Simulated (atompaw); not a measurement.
# terbium (Tb): one change to a PAW (atompaw) potential, before and after

atompaw 4.2.0.5 input, output lines left out:

```
Tb 65
GGA-PBE scalarrelativistic loggrid 2001 logderivrange -7 5 301
6 6 5 4 0 0
6 0 0
6 1 0
5 2 0
4 3 9
0 0 0
c
c
c
c
v
v
c
c
c
v
v
c
c
v
v
3
3.00 2.90 2.35 2.55
n
n
y
-0.5
n
y
0.05
n
custom rrkj gramschmidtortho sinc
4 -0.5 troulliermartins
1.70
1.80
1.90
2.35
3.00
3.00
1.00
1.00
```

Change: wave 4f channel at 0.05 Ry: rc 1.00 bohr becomes 4f channel at 6.41 Ry: rc 1.00 bohr.

Cutoffs: the cutoffs (Ry, on a coarse ladder) from which the occupation-weighted sum of valence levels, in a spherical-Bessel basis at the reference potential, stays within 10 and 1 mRy of its value at 400 Ry; they do not see the model core or the augmentation charge, which bear on the density cutoff.

**Question.** What does the change do?

**Answer.** The potential gets neither clearly harder nor softer (200 Ry and 300 Ry → 200 Ry and 300 Ry); both files keep a bound ghost (d).

| quantity | base | changed |
| --- | --- | --- |
| cutoff, loose | 200 Ry | 200 Ry |
| cutoff, tight | 300 Ry | 300 Ry |
| loose cutoff by channel (10 mRy a level) | s 12 Ry, p 18 Ry, f 140 Ry | s 12 Ry, p 18 Ry, f 120 Ry |
| bound ghosts | d | d |
| s: phases at 3.01 bohr within 0.05 rad from the reference energy up to (Ry; the scan ends near 5) | 3.5 | 3.5 |
| p: phases at 3.01 bohr within 0.05 rad from the reference energy up to (Ry; the scan ends near 5) | 3.8 | 3.8 |
| d: phases at 3.01 bohr within 0.05 rad from the reference energy up to (Ry; the scan ends near 5) | 1.4 | 1.4 |
| f: phases at 3.01 bohr within 0.05 rad from the reference energy up to (Ry; the scan ends near 5) | 4.1 | to the end of the scan |
| lowest overlap eigenvalue by channel | s 0.26, p 0.18, d 0.97, f 0.93 | s 0.26, p 0.18, d 0.97, f 0.30 |

 A true bound ghost makes a file unfit for plane-wave use even where its test errors are small: the radial tests pick states by their node count and pass the ghost by. The cutoffs see the waves, projectors and local potential, not the compensation charge or the core.
